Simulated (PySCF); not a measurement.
C₂H₅ClF₂Si, SMILES CC(F)(F)[SiH2]Cl. Atoms are numbered in the order given.

```xyz
11

C     -1.8921     0.5043     0.2526
C     -0.8853    -0.5592    -0.0779
F     -0.8573    -0.7471    -1.4302
F     -1.2819    -1.7518     0.4746
Si     0.9175    -0.2877     0.5338
Cl     1.5765     1.5404    -0.1722
H     -1.5863     1.4625    -0.1889
H     -2.8683     0.2082    -0.1596
H     -1.9812     0.6228     1.3414
H      1.7757    -1.3716    -0.0075
H      0.9302    -0.2623     2.0211
```

The structure is a stationary point at PBE0-D3(BJ)/def2-SVP. This is a generated structure with no PubChem entry under its InChIKey; it may be hypothetical. The values are those of a single conformer.

All values below come from KT2/pcSseg-1 (PySCF).

GIAO shieldings, no solvent; atoms listed in one row are averaged. δ = σ(ref) − σ: ¹³C against TMS (σ = 185.1 ppm); ¹⁹F against CFCl3 (σ = 127.1 ppm); ²⁹Si against TMS (σ = 361.9 ppm); ³⁵Cl against HCl (σ = 945.4 ppm); ¹H against TMS (σ = 31.47 ppm), references at their B3LYP-D3(BJ)/def2-TZVP geometries, non-relativistic (without spin–orbit terms, shifts of atoms bonded to Cl or Br come out too high).

| nucleus | atoms | count | δ (ppm) |
|---|---|---|---|
| ¹³C | C2 | 1 | 130.3 |
| ¹³C | C1 | 1 | 25.4 |
| ¹⁹F | F3 | 1 | -145.3 |
| ¹⁹F | F4 | 1 | -151.1 |
| ²⁹Si | Si5 | 1 | -19.5 |
| ³⁵Cl | Cl6 | 1 | -43.4 |
| ¹H | H10 | 1 | 5.33 |
| ¹H | H11 | 1 | 5.24 |
| ¹H | H7, H8, H9 | 3 | 1.94 |
